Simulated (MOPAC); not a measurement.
Job for MOPAC: PM3 on CH4GeS (SMILES [CH3][Ge][SH]), a point of a torsion scan.

```
PM3 1SCF PRECISE CHARGE=0 THREADS=1
CH4GeS

C     -0.94734749 1    -0.11665181 1     0.01466321 1
Ge     0.18715710 1     1.52805299 1    -0.36203774 1
S      2.18677127 1     0.58480896 1     0.20788582 1
H     -0.76569271 1    -0.84532947 1    -0.77747375 1
H     -2.01400468 1     0.10550828 1     0.02920857 1
H     -0.67872484 1    -0.58921876 1     0.95966384 1
H      2.70553402 1     0.78851327 1    -0.99613256 1
```

It printed:

```
*******************************************************************************
 **                                                                           **
 **                              MOPAC v23.2.5                                **
 **                                                                           **
 *******************************************************************************
 ** MOPAC's Digital Object Identifier: https://doi.org/10.5281/zenodo.6511958 **
 **                                                                           **
 ** Please cite the open-source release paper for use of this MOPAC version:  **
 ** J. E. Moussa and J. J. P. Stewart (2026)                                  **
 ** MOPAC: An open-source semiempirical molecular orbital program             **
 ** J. Open Source Softw., 11(119), 8025, https://doi.org/10.21105/joss.08025 **
 *******************************************************************************

                              PM3 CALCULATION RESULTS

 *******************************************************************************
 *  PM3        - The PM3 Hamiltonian to be used
 *
 *
 *
 *                 CHARGE ON SYSTEM = 0
 *
 *
 *
 *  PRECISE    - TIGHTER CRITERIA TO BE USED
 *  1SCF       - DO 1 SCF AND THEN STOP
 *  THREADS=1  - MULTI-THREADING NOT USED
 *  T=         - A TIME OF 172800.0 SECONDS REQUESTED
 *  DUMP=N     - RESTART FILE WRITTEN EVERY 7200.0 SECONDS REQUESTED
 *******************************************************************************
PM3 1SCF PRECISE CHARGE=0 THREADS=1
 CH4GeS

   ATOM   CHEMICAL          X               Y               Z
  NUMBER   SYMBOL      (ANGSTROMS)     (ANGSTROMS)     (ANGSTROMS)

     1       C         -0.94734749  *  -0.11665181  *   0.01466321  *
     2      Ge          0.18715710  *   1.52805299  *  -0.36203774  *
     3       S          2.18677127  *   0.58480896  *   0.20788582  *
     4       H         -0.76569271  *  -0.84532947  *  -0.77747375  *
     5       H         -2.01400468  *   0.10550828  *   0.02920857  *
     6       H         -0.67872484  *  -0.58921876  *   0.95966384  *
     7       H          2.70553402  *   0.78851327  *  -0.99613256  *



          CARTESIAN COORDINATES

    NO.       ATOM           X           Y           Z

     1         C         -0.9473     -0.1167      0.0147
     2        Ge          0.1872      1.5281     -0.3620
     3         S          2.1868      0.5848      0.2079
     4         H         -0.7657     -0.8453     -0.7775
     5         H         -2.0140      0.1055      0.0292
     6         H         -0.6787     -0.5892      0.9597
     7         H          2.7055      0.7885     -0.9961

  H: (PM3): J. J. P. STEWART, J. COMP. CHEM. 10, 209 (1989).
  C: (PM3): J. J. P. STEWART, J. COMP. CHEM. 10, 209 (1989).
  S: (PM3): J. J. P. STEWART, J. COMP. CHEM. 10, 209 (1989).
 Ge: (PM3): J. J. P. STEWART, J. COMP. CHEM. 12, 320-341 (1991).

           Empirical Formula: C H4 Ge S  =     7 atoms



      MOLECULAR POINT GROUP   :   C1


      RHF CALCULATION, NO. OF DOUBLY OCCUPIED LEVELS = 9


 -------------------------------------------------------------------------------
 PM3 1SCF PRECISE CHARGE=0 THREADS=1
 CH4GeS



     1SCF WAS SPECIFIED, SO BFGS WAS NOT USED
     SCF FIELD WAS ACHIEVED


                              PM3 CALCULATION
                                                       MOPAC v23.2.5 Linux




          FINAL HEAT OF FORMATION =         26.60561 KCAL/MOL =     111.31787 KJ/MOL


          COSMO AREA              =        118.57 SQUARE ANGSTROMS
          COSMO VOLUME            =        110.57 CUBIC ANGSTROMS

          IONIZATION POTENTIAL    =          8.687068 EV
          HOMO LUMO ENERGIES (EV) =         -8.687 -1.177
          NO. OF FILLED LEVELS    =          9
          MOLECULAR WEIGHT        =        120.6926         POINT GROUP:  C1

          MOLECULAR DIMENSIONS (Angstroms)

            Atom       Atom       Distance
            H     7    H     5     4.87769
           Ge     2    H     4     2.31336
           Ge     2    H     6     1.57850


          SCF CALCULATIONS        =          1





   ATOM   CHEMICAL          X               Y               Z
  NUMBER   SYMBOL      (ANGSTROMS)     (ANGSTROMS)     (ANGSTROMS)

     1       C         -0.94734749  *  -0.11665181  *   0.01466321  *
     2      Ge          0.18715710  *   1.52805299  *  -0.36203774  *
     3       S          2.18677127  *   0.58480896  *   0.20788582  *
     4       H         -0.76569271  *  -0.84532947  *  -0.77747375  *
     5       H         -2.01400468  *   0.10550828  *   0.02920857  *
     6       H         -0.67872484  *  -0.58921876  *   0.95966384  *
     7       H          2.70553402  *   0.78851327  *  -0.99613256  *

                             CARTESIAN COORDINATES

   1    C       -0.947347490    -0.116651810     0.014663210
   2   Ge        0.187157100     1.528052990    -0.362037740
   3    S        2.186771270     0.584808960     0.207885820
   4    H       -0.765692710    -0.845329470    -0.777473750
   5    H       -2.014004680     0.105508280     0.029208570
   6    H       -0.678724840    -0.589218760     0.959663840
   7    H        2.705534020     0.788513270    -0.996132560


           Empirical Formula: C H4 Ge S  =     7 atoms



      MOLECULAR POINT GROUP   :   C1


                  EIGENVALUES
 -28.57014 -25.98764 -15.20153 -13.83694 -13.57115 -12.97785 -10.42234  -9.45325
  -8.68707  -1.17699  -0.50144   1.12246   1.55166   4.57838   4.65536   4.74443


              NET ATOMIC CHARGES AND DIPOLE CONTRIBUTIONS

  ATOM NO.   TYPE          CHARGE      No. of ELECS.   s-Pop       p-Pop
    1          C          -0.469650        4.4696     1.21522     3.25443
    2         Ge           0.690413        3.3096     1.82446     1.48513
    3          S          -0.411205        6.4112     1.91859     4.49261
    4          H           0.057341        0.9427     0.94266
    5          H           0.053056        0.9469     0.94694
    6          H           0.063969        0.9360     0.93603
    7          H           0.016076        0.9839     0.98392
 DIPOLE           X         Y         Z       TOTAL
 POINT-CHG.    -2.285     3.849    -1.633     4.765
 HYBRID        -0.004    -2.546    -0.089     2.548
 SUM           -2.289     1.303    -1.722     3.147


          ATOMIC ORBITAL ELECTRON POPULATIONS

     Atom    s        px        py        pz
    1  C   1.21522   1.07617   1.14198   1.03627
    2 Ge   1.82446   0.55442   0.74682   0.18389
    3  S   1.91859   1.46678   1.84682   1.17900
    4  H   0.94266
    5  H   0.94694
    6  H   0.93603
    7  H   0.98392

 **********************
 *                    *
 * JOB ENDED NORMALLY *
 *                    *
 **********************




 == MOPAC DONE ==
```

The run finished.

Cost: very roughly 0.03 core-seconds.
